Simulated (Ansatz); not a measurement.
Consider the ligand exchange at the Si–O bond: `[SiH3][O][Mg][SH]` + `[OH][Ga]([OH])[SH]` → `[OH][Ga]([SH])[O][SiH3]` + `[OH][Mg][SH]`.

Computed with Ansatz on PBE0-D4/def2-TZVP structures; ΔE is electronic, products minus reactants. CCSD(T)/CBS adds triple-zeta CCSD(T) − MP2 to the extrapolated MP2 energy (def2 sets, frozen cores). Functionals use def2-TZVPP. B3LYP here is the variant with VWN-RPA as its local correlation; programs differ in this. For Ga, Mg outer-core shells are correlated without core-valence functions, which leaves a few kJ/mol of doubt a bond. Scalar relativity is left out up to krypton. One conformer a species, not always the lowest.

```csv
level,ΔE (kcal/mol),difference from CCSD(T)/CBS
ωB97X-V,4.7,-0.7
B2PLYP,5.3,-0.1
PBE,5.9,0.5
PBE0,5.6,0.2
B3LYP,5.5,0.1
MP2/def2-TZVPP,4.9,-0.5
CCSD(T)/def2-TZVPP,5.1,-0.3
HF/def2-QZVPP,5.2,-0.2
SCS-MP2/def2-QZVPP,5.3,-0.1
MP2/CBS(def2),5.2,-0.2
CCSD(T)/CBS,5.4,0
```

Largest T1 diagnostic among the species: 0.014.

The D4 term adds −1.1 kcal/mol with B3LYP and −0.6 kcal/mol with PBE0; it sums over pairs of atoms, weighted by their polarisabilities, and B3LYP, whose exchange is more repulsive, gets the larger term.
